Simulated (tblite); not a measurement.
Parent: `[CH3:1]/[C:2]([C:3]#[N:4])=[N:5]/[SiH2:6][CH:7]=[O:8]` with C2–N5–Si6–C7 -123°, N5–Si6–C7–O8 155°, C4H6N2OSi.

The geometries are computed with GFN2-xTB (gas phase). One conformer each, not checked by frequencies here.

| coordinate of the parent | value |
| --- | --- |
| C1–C2 | 1.495 Å |
| C2–C3 | 1.432 Å |
| C3≡N4 | 1.146 Å |
| C2=N5 | 1.262 Å |
| N5–Si6 | 1.708 Å |
| Si6–C7 | 1.923 Å |
| C7=O8 | 1.202 Å |
| C1–C2–C3 | 115.3° |
| C1–C2–N5 | 122.0° |
| C3–C2–N5 | 122.7° |
| C2–C3–N4 | 178.5° |
| C2–N5–Si6 | 138.1° |
| N5–Si6–C7 | 100.9° |
| Si6–C7–O8 | 122.8° |

How does the shared frame change in `[CH2:1]=[CH:2][CH2:3]/[C:4]([C:5]#[N:6])=[N:7]/[SiH2:8][CH:9]=[O:10]` with C1–C2–C3–C4 -116°, C2–C3–C4–C5 -59°, C4–N7–Si8–C9 -124°, N7–Si8–C9–O10 154°, C6H8N2OSi? Atoms pair as C1 = C3, C2 = C4, C3 = C5, N4 = N6, N5 = N7, Si6 = Si8, C7 = C9, O8 = O10 (parent first).

| parent | relative | value in the relative | change |
| --- | --- | --- | --- |
| C1–C2 | C3–C4 | 1.505 Å | +0.010 |
| C2–C3 | C4–C5 | 1.430 Å | -0.002 |
| C3≡N4 | C5≡N6 | 1.147 Å | +0.001 |
| C2=N5 | C4=N7 | 1.262 Å | 0.000 |
| N5–Si6 | N7–Si8 | 1.709 Å | +0.001 |
| Si6–C7 | Si8–C9 | 1.924 Å | +0.001 |
| C7=O8 | C9=O10 | 1.202 Å | 0.000 |
| C1–C2–C3 | C3–C4–C5 | 115.3° | 0.0 |
| C1–C2–N5 | C3–C4–N7 | 121.6° | -0.4 |
| C3–C2–N5 | C5–C4–N7 | 123.1° | +0.4 |
| C2–C3–N4 | C4–C5–N6 | 178.7° | +0.2 |
| C2–N5–Si6 | C4–N7–Si8 | 137.8° | -0.3 |
| N5–Si6–C7 | N7–Si8–C9 | 101.2° | +0.3 |
| Si6–C7–O8 | Si8–C9–O10 | 122.8° | 0.0 |

Of the parent's bonds, C1–C2 changes most (+0.010 Å). Bonds of the relative outside the shared frame: C1=C2 1.319, C2–C3 1.503 Å. Point group C1 → C1.

How does the shared frame change in `[N:1]#[C:2]/[C:3]([CH:4]=[O:5])=[N:6]\[SiH2:7][CH:8]=[O:9]` with C2–C3–C4–O5 -1°, C3–N6–Si7–C8 94°, N6–Si7–C8–O9 115°, C4H4N2O2Si? Atoms pair as C1 = C4, C2 = C3, C3 = C2, N4 = N1, N5 = N6, Si6 = Si7, C7 = C8, O8 = O9 (parent first).

| parent | relative | value in the relative | change |
| --- | --- | --- | --- |
| C1–C2 | C4–C3 | 1.494 Å | -0.001 |
| C2–C3 | C3–C2 | 1.425 Å | -0.007 |
| C3≡N4 | C2≡N1 | 1.146 Å | 0.000 |
| C2=N5 | C3=N6 | 1.273 Å | +0.011 |
| N5–Si6 | N6–Si7 | 1.701 Å | -0.007 |
| Si6–C7 | Si7–C8 | 1.945 Å | +0.022 |
| C7=O8 | C8=O9 | 1.194 Å | -0.008 |
| C1–C2–C3 | C4–C3–C2 | 117.8° | +2.5 |
| C1–C2–N5 | C4–C3–N6 | 118.4° | -3.6 |
| C3–C2–N5 | C2–C3–N6 | 123.8° | +1.1 |
| C2–C3–N4 | C3–C2–N1 | 177.9° | -0.6 |
| C2–N5–Si6 | C3–N6–Si7 | 138.3° | +0.2 |
| N5–Si6–C7 | N6–Si7–C8 | 98.7° | -2.2 |
| Si6–C7–O8 | Si7–C8–O9 | 123.3° | +0.5 |

Of the parent's bonds, Si6–C7 changes most (+0.022 Å). Bonds of the relative outside the shared frame: C4=O5 1.199 Å. Point group C1 → C1.

How does the shared frame change in `[CH3:1]/[C:2]([C:3]#[N:4])=[N:5]\[Si@H:6]([C:7]#[N:8])[CH:9]=[O:10]` with C2–N5–Si6–C7 -127°, N5–Si6–C9–O10 -141°, C5H5N3OSi? Atoms pair as C1 = C1, C2 = C2, C3 = C3, N4 = N4, N5 = N5, Si6 = Si6, C7 = C9, O8 = O10 (parent first).

```csv
parent,relative,value in the relative,change
C1–C2,C1–C2,1.495 Å,0.000
C2–C3,C2–C3,1.432 Å,0.000
C3≡N4,C3≡N4,1.145 Å,-0.001
C2=N5,C2=N5,1.262 Å,0.000
N5–Si6,N5–Si6,1.702 Å,-0.006
Si6–C7,Si6–C9,1.923 Å,0.000
C7=O8,C9=O10,1.200 Å,-0.002
C1–C2–C3,C1–C2–C3,114.5°,-0.8
C1–C2–N5,C1–C2–N5,127.7°,+5.7
C3–C2–N5,C3–C2–N5,117.8°,-4.9
C2–C3–N4,C2–C3–N4,179.0°,+0.5
C2–N5–Si6,C2–N5–Si6,139.6°,+1.5
N5–Si6–C7,N5–Si6–C9,102.3°,+1.4
Si6–C7–O8,Si6–C9–O10,122.8°,0.0
```

Of the parent's bonds, N5–Si6 changes most (-0.006 Å). Bonds of the relative outside the shared frame: Si6–C7 1.868, C7≡N8 1.144 Å. Point group C1 → C1.
